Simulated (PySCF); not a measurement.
# Ag²⁺ (silver, charge +2) across methods

[Kr] 4d9, 2D determinant. Computed with PySCF 2.14 in ANO-RCC-VTZP, with scalar relativity by spin-free X2C-1e.

| method | E (hartree) | mean ε 4p β (eV) | mean ε 4d α (eV) | mean ε 4d β (eV) | Σ⟨r²⟩ (bohr²) | ⟨S²⟩ |
| --- | --- | --- | --- | --- | --- | --- |
| PBE0 | -5313.83 | -84.750 | -31.444 | -30.597 | 30.12 | 0.751 |
| r2SCAN | -5314.15 | -82.159 | -29.679 | -28.807 | 30.07 | 0.752 |
| wB97X | -5314.35 | -86.857 | -33.869 | -33.103 | 30.10 | 0.751 |
| BLYP | -5314.33 | -80.541 | -29.264 | -28.536 | 30.51 | 0.751 |
| LDA | -5308.60 | -80.874 | -29.631 | -28.874 | 30.48 | 0.750 |
| PBE | -5313.75 | -80.638 | -29.362 | -28.596 | 30.34 | 0.751 |
| MN15 | -5317.84 | -84.389 | -32.269 | -31.583 | 30.33 | 0.752 |

Problem. Estimate the same row for UHF.

Solution. E (hartree) = -5311.68342; mean ε 4p β (eV) = -95.868; mean ε 4d α (eV) = -36.707; mean ε 4d β (eV) = -35.564; Σ⟨r²⟩ (bohr²) = 29.83; ⟨S²⟩ = 0.752.
